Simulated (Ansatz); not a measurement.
CH5FNSi can be A, `C[SiH]([NH])F`•, or B, `C[Si](N)F`•.

Program: Ansatz. Geometries: PBE0-D4/def2-TZVP. ΔE: electronic, gas phase. CBS: MP2 limit from def2 TZ/QZ plus the TZ coupled-cluster correction, frozen cores. Functionals use def2-TZVPP. B3LYP here is the variant with VWN-RPA as its local correlation; programs differ in this. No spin–orbit coupling; open shells (•) take unrestricted orbitals. One conformer a species, not always the lowest.

A:

```xyz
9

C     0.598    0.859    0.673
Si   -0.166   -0.653   -0.076
N    -0.515   -0.342   -1.742
F    -1.453   -1.058    0.794
H    -0.093    1.705    0.634
H     1.506    1.132    0.132
H     0.856    0.672    1.718
H     0.741   -1.829   -0.070
H    -1.473   -0.486   -2.063
```

B:

```xyz
9

C    -0.731    1.005   -0.509
Si    0.737   -0.148   -0.442
N     0.672   -1.022    1.036
F     0.611   -1.246   -1.614
H    -0.738    1.569   -1.443
H    -0.696    1.719    0.317
H    -1.656    0.426   -0.437
H     0.483   -0.522    1.891
H     1.317   -1.780    1.200
```

**Question.** Which isomer does CCSD(T)/CBS put lower? Give the gap. (Best estimate.)

**Answer.** The calculation gave: B, by 78.4 kJ/mol.

**Question.** Give E(B) − E(A) in kJ/mol with B3LYP-D4, CCSD(T)/def2-TZVPP, CCSD(T)/def2-SVP, CCSD/def2-TZVPP, PBE-D4, BLYP-D4, HF/def2-TZVPP. (An estimate is asked.)

**Answer.** The calculation gave: B3LYP-D4 -73.4, CCSD(T)/def2-TZVPP -72.3, CCSD(T)/def2-SVP -67.3, CCSD/def2-TZVPP -67.3, PBE-D4 -89.2, BLYP-D4 -76.5, HF/def2-TZVPP -29.5. None reverses the order clearly.

**Question.** Does the order hold for the free energy at 298.15 K (harmonic terms from PBE0-D4)? (An estimate is asked.)

**Answer.** The calculation gave: Yes: G(B) − G(A) = -68.7 kJ/mol, for one conformer each.

Largest T1 diagnostic: 0.013.

In def2-TZVPP, CCSD(T) changes the Hartree–Fock value by −42.8 kJ/mol (the triples alone add −5.0 kJ/mol) and MP2 by −64.3 kJ/mol. From BLYP to BHLYP (50 % exact exchange), in def2-TZVPP and without D4, E(B) − E(A) moves by +15.6 kJ/mol.
